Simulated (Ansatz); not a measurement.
Correlation energies of F$_{2}$H$_{2}$S$_{2}$Si (`F[Si](F)(S)S`) by basis set

```xyz
7

F     0.948   -1.025   -1.422
Si    0.168   -0.359   -0.217
F     0.646   -1.136    1.079
S     0.622    1.680    0.033
S    -1.869   -0.631   -0.652
H     1.739    1.423    0.738
H    -2.255    0.047    0.442
```

Charge 0, multiplicity 1. All single points use the PBE0-D4/def2-TZVP geometry. It is one conformer, not always the lowest. Frozen core, restricted reference, the Gaussian-basis code of Ansatz. CBS rows extrapolate triple and quadruple zeta; past MP2 they add the triple-zeta difference.

| basis | HF (Eh) | MP2 corr. |
| --- | --- | --- |
| def2-SVP | -1283.72117 | -0.71943 |
| def2-TZVPP | -1284.37722 | -0.96368 |
| def2-QZVPP | -1284.41879 | -1.05469 |

Task: Estimate the CCSD correlation energy and the (T) correction in each basis where they were run (hartree).

Result: 
| basis | CCSD corr. | (T) |
| --- | --- | --- |
| def2-SVP | -0.75768 | -0.01613 |
| def2-TZVPP | -1.00096 | -0.03717 |
| CBS(def2) | -1.15938 | as TZ |
